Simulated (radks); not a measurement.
Results of a calculation; reference values are marked as such.
Problem. The selenium ion Se+, [Ar] 3d10 4s2 4p3. Code: a radial shooting solver on a logarithmic mesh with Libxc functionals. Model: non-relativistic Kohn-Sham, exchange-only LDA, spin-polarised, spherical densities, point nucleus. Every spin shell is full or empty, so the densities are truly spherical. Functionals are evaluated on that one density, not self-consistently. Rank these exchange functionals by their error against the exact value of the orbitals, and give that value: LDA, PBE, PBEsol, revPBE, WC, SOGGA, G96, EV93, SCAN, Tao-Mo, TASK, MVS.

Solution. Exact: -85.0904 hartree. From best to worst, with 100 (|E| - |E exact|)/|E exact| (equal figures are ties): MVS +0.09, revPBE -0.12, EV93 +0.14, SCAN +0.31, PBE -0.32, G96 +0.41, Tao-Mo -0.56, WC -0.90, TASK -2.42, PBEsol -2.48, SOGGA -2.50, LDA -5.58.
